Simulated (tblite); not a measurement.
Species: C4H7FO2Si.
Structure used (GFN2-xTB), in Å, numbered top down from 1:
```
atom  x, y, z in Å
O1    -2.8208    0.4082   -1.2010
C2    -2.4786    0.4277   -0.0437
O3    -3.3593    0.6485    0.9422
Si4   -0.7032    0.1657    0.6464
C5     0.3242   -0.1207   -0.9064
C6     1.6280   -0.3505   -0.9683
C7     2.5617   -0.4305    0.1939
F8     1.9307   -0.2387    1.3982
H9    -4.2554    0.7802    0.5840
H10   -0.3558    1.3905    1.3667
H11   -0.7716   -0.9969    1.5315
H12   -0.2219   -0.0920   -1.8415
H13    2.1380   -0.5048   -1.9123
H14    3.0389   -1.4176    0.2413
H15    3.3408    0.3389    0.1196
```

Method: GFN2-xTB as coded in tblite; computed harmonic values from a numerical Hessian at the method's own geometry, unscaled. This tight-binding method is rough: wavenumbers can miss measured ones by several per cent, in bad cases by 10 to 20. Modes of hydrogen on silicon can be 10 to 20 % off. One conformer, not necessarily the lowest.

Harmonic wavenumbers (cm⁻¹): 26.2, 52.5, 75.8, 83.2, 136.8, 260.7, 285.0, 298.4, 359.8, 453.0, 506.2, 628.9, 652.6, 668.5, 685.7, 705.4, 725.0, 742.9, 769.5, 932.7, 942.2, 973.1, 1064.6, 1112.0, 1188.1, 1201.0, 1210.0, 1314.0, 1326.2, 1424.1, 1686.4, 1751.6, 2262.0, 2264.8, 2904.7, 2922.9, 3027.6, 3045.2, 3365.7.

A = 4208, B = 810.7, C = 688.2 MHz; mass 134.020 u (most abundant isotopes); point group Cs, symmetry number 1.

**Question.** What is the zero-point energy?

**Answer.** ½Σν̃ = 22017 cm⁻¹ = 62.95 kcal/mol.

**Question.** What is S at 298.15 K and 1 bar for an ideal gas of classical rigid rotors and harmonic oscillators?

**Answer.** Translation 40.62, rotation 29.31, vibration 31.80: S = 101.7 cal/(mol K).

**Question.** And Cp and H(298.15 K) − H(0)?

**Answer.** Cp = 36.67 cal/(mol K), of which vibrations give 28.73 (their classical limit is 39 R = 77.5); H(298.15 K) − H(0) = 6.94 kcal/mol without the zero-point energy, 4.57 from vibrations.

**Question.** What must be added to the electronic energy to get the Gibbs energy at 298.15 K and 1 bar?

**Answer.** ZPE + [H(298.15 K) − H(0)] − T·S = 62.95 + 6.94 − 30.33 = 39.56 kcal/mol.

**Question.** Blend soft modes into free rotors: weight 1/[1 + (100 cm⁻¹/ν̃)⁴] for the oscillator and the rest for a rotor with moment μB/(μ + B), μ = h/(8π²ν), B = 10⁻⁴⁴ kg m². What vibrational entropy results?

**Answer.** 27.54 cal/(mol K) in place of 31.80, which changes −T·S at 298.15 K by +1.27 kcal/mol.

**Question.** Which modes carry the vibrational entropy at 298.15 K?

**Answer.** 26.2 cm⁻¹: 6.10; 52.5 cm⁻¹: 4.72; 75.8 cm⁻¹: 4.00; 83.2 cm⁻¹: 3.81; 136.8 cm⁻¹: 2.85; 260.7 cm⁻¹: 1.66 cal/(mol K); the other 33 give 8.67 together.

Hindered rotation and anharmonicity are outside this model. Other conformers, if any are populated, would add a mixing term that is left out.
